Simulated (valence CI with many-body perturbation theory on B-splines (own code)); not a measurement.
**Assign the levels of Fe¹¹⁺**

Computed by valence CI with perturbative core correlation (CI+MBPT): five valence electrons over a frozen Dirac-Fock core [Ne], radial functions for each j: 9 s, 9 p, 8 d, 6 f, 3 g, 1 h, with the one-electron correlation potential Σ1 (screened to all orders), the two-electron term Σ2, the three-electron term Σ3, Breit, model QED; selected single and double excitations, second order for the rest, scaled by the run's own slope (own B-spline code, finite nucleus).

No measured spectrum was set against this ion. As an estimate, levels of excited configurations hold to 0.05 to 0.15 % of their energy, terms of the ground configuration to about 0.5 %. Among the levels kept, up to 650 cm⁻¹ of a level comes from second order outside the variational space, and about a tenth of that is noise between levels of different J, which matters for small intervals.

| No. | J | Parity | E (cm⁻¹) | g |
| --- | --- | --- | --- | --- |
| 1 | 3/2 | odd | 0 | 1.982 |
| 2 | 3/2 | odd | 41811 | 0.870 |
| 3 | 5/2 | odd | 46349 | 1.200 |
| 4 | 1/2 | odd | 74454 | 0.665 |
| 5 | 3/2 | odd | 80849 | 1.281 |
| 6 | 5/2 | even | 274360 | 1.595 |
| 7 | 3/2 | even | 283980 | 1.730 |
| 8 | 1/2 | even | 288290 | 2.661 |
| 9 | 3/2 | even | 339930 | 0.812 |
| 10 | 5/2 | even | 341880 | 1.205 |
| 14 | 3/2 | even | 426900 | 0.426 |
| 15 | 5/2 | even | 430680 | 1.047 |
| 16 | 7/2 | even | 436220 | 1.245 |
| 17 | 5/2 | even | 442800 | 0.956 |

Energies count from the lowest level. Strongly mixed levels and levels close to another of their J and parity are left out, so the numbers can have gaps.

Q: Give configuration and LS term of each level.

A: 1: 3s2 3p3 4S°; 2: 3s2 3p3 2D°; 3: 3s2 3p3 2D°; 4: 3s2 3p3 2P°; 5: 3s2 3p3 2P°; 6: 3s 3p4 4P; 7: 3s 3p4 4P; 8: 3s 3p4 4P; 9: 3s 3p4 2D; 10: 3s 3p4 2D; 14: 3s2 3p2 3d 4F; 15: 3s2 3p2 3d 4F; 16: 3s2 3p2 3d 4F; 17: 3s2 3p2 3d 2F.
